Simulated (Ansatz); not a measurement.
Two structures of Si₂NH₉O₃F₂, singlet, reached by relaxing down either side of one saddle point (PBE0-D4/def2-TZVP). Energies are electronic, without zero-point energy. Computed with Ansatz 0.2.0 (basis: def2-TZVPP and def2-QZVPP); correlated methods freeze the cores. Extrapolation: Hartree–Fock as exp(−7.88 √X), correlation as X^−2.97. First:

```tsv
atom	x (Å)	y (Å)	z (Å)
Si1	-0.1946	0.6483	0.9259
O2	-0.2248	0.2126	-0.7375
Si3	-1.0432	0.8703	-1.9982
F4	-0.4829	2.2019	0.6134
F5	0.1643	0.9846	2.5199
O6	-1.3677	-0.4444	1.3076
H7	1.5664	-0.9664	0.5656
N8	1.6173	0.0312	0.8457
H9	0.2025	-1.6496	-0.7147
O10	0.7778	-2.3431	-0.3433
H11	-1.1112	-0.1664	-3.0629
H12	-0.3232	2.0536	-2.5397
H13	-2.4223	1.2709	-1.6203
H14	-1.5663	-0.4379	2.2469
H15	2.0950	0.1388	1.7334
H16	2.1294	0.5155	0.1150
H17	0.1837	-2.9200	0.1433
```

Second:

```csv
atom,x (Å),y (Å),z (Å)
Si1,0.0108,0.6798,1.1272
O2,-0.0014,0.1282,-0.9001
Si3,-1.0533,0.7655,-2.0359
F4,-0.4421,2.0878,0.5127
F5,0.0305,1.1067,2.6967
O6,-1.1764,-0.4644,1.2122
H7,1.2612,-1.7674,0.3714
N8,1.6511,0.1621,1.0140
H9,0.1836,-0.8513,-0.8986
O10,0.7499,-2.2849,-0.2812
H11,-1.1036,-0.2069,-3.1567
H12,-0.5015,2.0565,-2.4990
H13,-2.4036,0.9448,-1.4585
H14,-1.5644,-0.4917,2.0900
H15,2.2160,0.3703,1.8239
H16,2.1546,0.3653,0.1646
H17,-0.0112,-2.6005,0.2173
```

Which bonds change from the first to the second?

Si₂H₄O₂F₂ ([OH][Si]([F])([F])[O][SiH3]) + H₂O + NH₃ → SiNH₃OF₂ ([NH2][Si]([OH])([F])[F]) + SiH₄O ([OH][SiH3]) + H₂O (still joined by a long Si–O bond); bonds formed: O2–H9, H7–O10; dative contacts that become bonds: Si1–N8; bonds broken: H7–N8, H9–O10; bonds weakened to dative contacts: Si1–O2.

Give the saddle point's structure and its height above each. (An estimate is asked for; the value comes from the calculation.)

By the calculation: 76.3 kJ/mol above the first and 42.7 kJ/mol above the second (CCSD(T) at an estimated basis limit (MP2 extrapolated from triple and quadruple zeta, plus CCSD(T) − MP2 in triple zeta)).
Si1  (-0.089, 0.638, 0.994)
O2  (-0.193, 0.073, -0.770)
Si3  (-1.072, 0.756, -1.999)
F4  (-0.374, 2.128, 0.457)
F5  (0.091, 1.124, 2.562)
O6  (-1.302, -0.436, 1.320)
H7  (1.328, -1.315, 0.354)
N8  (1.577, -0.052, 0.948)
H9  (0.224, -1.092, -0.751)
O10  (0.861, -2.013, -0.397)
H11  (-1.203, -0.291, -3.046)
H12  (-0.353, 1.924, -2.563)
H13  (-2.416, 1.164, -1.527)
H14  (-1.560, -0.393, 2.244)
H15  (2.036, 0.006, 1.849)
H16  (2.171, 0.399, 0.261)
H17  (0.274, -2.619, 0.065)
(Å)

T1 diagnostic: at most 0.012.

Labels in which every atom is bracketed show which atoms are joined, not bond orders.

For scale, one of the runs: CCSD(T)/def2-TZVPP, 396 basis functions, launched by `ansatz run in.yaml --threads 2 --pin off --events-out ev --progress --plain --max-ram 32768MiB --backend cuda --devices 0, --max-vram 18GiB`. Hardware: 2 CPU threads of an AMD EPYC 7R13 and a share of one NVIDIA H100, shared host. Wall time 34 s; peak host memory 1.7 GiB.
